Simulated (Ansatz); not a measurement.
`[BH2][GeH2][O][SiH2]F` and `CBO[SiH2]F` differ in one atom or group.

Ansatz, PBE0-D4/def2-TZVP geometries, multiplicity 1. Each molecule was computed in one conformer, which needn't be the lowest.

Scalar relativity is left out up to krypton.

| property | `[BH2][GeH2][O][SiH2]F` |
| --- | --- |
| size of the dipole moment (ωB97M-V/def2-TZVPP) / D | 2.91 |
| LUMO energy (ωB97M-V/def2-TZVPP) / eV | -0.83 |
| HOMO energy (PBE/def2-TZVPP) / eV | -7.06 |
| HOMO–LUMO gap (B3LYP/def2-TZVPP) / eV | 5.28 |
| LUMO energy (PBE/def2-TZVPP) / eV | -3.81 |
| LUMO energy (PBE0/def2-TZVPP) / eV | -2.79 |

**Question.** What does the change do to each property? (Best estimate.)

**Answer.** Ansatz gave: 
```tsv
property	`CBO[SiH2]F`	shift
size of the dipole moment (ωB97M-V/def2-TZVPP) / D	1.25	-1.66
LUMO energy (ωB97M-V/def2-TZVPP) / eV	1.64	2.47
HOMO energy (PBE/def2-TZVPP) / eV	-7.08	-0.02
HOMO–LUMO gap (B3LYP/def2-TZVPP) / eV	7.82	2.54
LUMO energy (PBE/def2-TZVPP) / eV	-1.34	2.47
LUMO energy (PBE0/def2-TZVPP) / eV	-0.30	2.49
```

With PBE0 the HOMO falls by 0.05 eV and the LUMO rises by 2.49 eV, so the gap widens by about 2.54 eV. PBE moves the HOMO by -0.02 eV and ωB97M-V by -0.22 eV. Dipoles are sizes alone; their direction can turn.

B3LYP here is the variant with VWN-RPA as its local correlation; programs differ in this.
